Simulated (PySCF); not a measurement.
**Co³⁺ (cobalt, charge +3): UHF calculation**

Configuration: [Ar] 3d6, high-spin 5D determinant. Calculation: PySCF 2.14, in x2c-QZVPPall with one added diffuse shell each of s, p, d, f, g type (12s8p6d5f3g, 128 functions); the spin-free X2C one-electron Hamiltonian (Gaussian nucleus).

| Quantity | Value |
| --- | --- |
| Total energy | -1389.941481 hartree |
| One-electron energy | -1890.2955 hartree |
| Hartree (Coulomb) energy | 558.2471 hartree |
| Exchange energy | -57.8931 hartree |
| ⟨S²⟩ | 6.0028 |
| ⟨L²⟩ | 6.013 |
| Sum of ⟨r⟩ | 13.88 bohr |
| Sum of ⟨r²⟩ | 12.84 bohr² |
| Traceless quadrupole moment −½Σ⟨3z² − r²⟩ along its main axis | 0.323 e·bohr² |
| Langevin diamagnetic susceptibility | -10.2 ×10⁻⁶ cm³/mol |

| shell | electrons | mean orbital energy (hartree) | spread (hartree) | rms radius, mean of both spins (bohr) |
| --- | --- | --- | --- | --- |
| 1s α | 1 | -287.22511 | 0 | 0.0649 |
| 1s β | 1 | -287.22493 | 0 | 0.0649 |
| 2s α | 1 | -36.98850 | 0 | 0.276 |
| 2s β | 1 | -36.84232 | 0 | 0.276 |
| 2p α | 3 | -31.75782 | 0.04135 | 0.249 |
| 2p β | 3 | -31.61262 | 0.00075 | 0.249 |
| 3s α | 1 | -6.22193 | 0 | 0.825 |
| 3s β | 1 | -5.82633 | 0 | 0.825 |
| 3p α | 3 | -4.65756 | 0.08542 | 0.875 |
| 3p β | 3 | -4.18178 | 0.06211 | 0.875 |
| 3d α | 5 | -2.14269 | 0.10135 | 1.03 |
| 3d β | 1 | -1.91557 | 0 | 1.03 |

Densities and radii are taken from the X2C orbitals without a picture-change correction, which distorts them close to the nucleus.

Spin-orbit constants ζ (cm⁻¹) from the X2C one-electron operator on these orbitals: bare nucleus, nucleus screened by l(l+1)(2l+1)/3 electrons, and screened by the Breit-Pauli mean field of the electrons.

```tsv
shell	bare	screened nucleus	mean field
2p	83590	77400	n/a
3p	10620	9833	n/a
3d	1068	672.1	n/a
```

To first order the Landé constant is A = -168.0 cm⁻¹, so the lowest level has J = 4 and lies 0.0833 eV below the centre of the term. This holds in LS coupling only.
